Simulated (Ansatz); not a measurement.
`C[SiH2][TeH]` + H₂O → `O[SiH2][TeH]` + CH₄  (formal hydrolysis of the Si–C bond)

Gas-phase electronic energies from Ansatz, PBE0-D4/def2-TZVP geometries. CCSD(T)/CBS adds triple-zeta CCSD(T) − MP2 to the extrapolated MP2 energy (def2 sets, frozen cores). This one scheme is used for every species. Functionals use def2-TZVPP. HSE06 is defined as in plane-wave codes. def2 core potentials past Kr. For Te outer-core shells are correlated without core-valence functions, which leaves a few kJ/mol of doubt a bond. One conformer a species, not always the lowest.

```tsv
level	ΔE (kJ/mol)	difference from CCSD(T)/CBS
BLYP-D4	-98.0	-7.1
r2SCAN-D4	-97.6	-6.7
r2SCAN0-D4	-95.7	-4.8
HSE06-D4	-88.0	2.9
ωB97X-V	-94.7	-3.8
PBE	-90.5	0.4
BLYP	-102.8	-11.9
r2SCAN	-98.3	-7.4
r2SCANh	-97.6	-6.7
HSE06	-90.2	0.7
BHLYP	-104.3	-13.4
CAM-B3LYP	-103.1	-12.2
LC-ωPBE	-91.7	-0.8
SCS-MP2/def2-TZVPP	-97.5	-6.6
CCSD(T)/def2-TZVPP	-92.8	-1.9
MP2/def2-QZVPP	-93.0	-2.1
CCSD(T)/CBS	-90.9	0
```

(1) What do rigid-rotor, harmonic-oscillator terms from PBE0-D4/def2-TZVP frequencies (298.15 K, 1 bar) make of the CCSD(T)/CBS value? (Estimate.)

Largest T1 diagnostic among the species: 0.011.

Results:

(1) Computed: ΔZPE = +2.2 kJ/mol, ΔH = -89.6 kJ/mol, ΔS = -9 J/(mol·K), ΔG = -86.9 kJ/mol.

Leaving LDA and LC-ωPBE aside and taking each functional with its dispersion term where it has one, the values, not all of them listed here, spread over 14.9 kJ/mol, from BHLYP-D4 to revPBE-D4. The D4 term adds +4.0 kJ/mol with B3LYP and +2.3 kJ/mol with PBE0; it sums over pairs of atoms, weighted by their polarisabilities, and B3LYP, whose exchange is more repulsive, gets the larger term.

B3LYP here is the variant with VWN-RPA as its local correlation; programs differ in this.
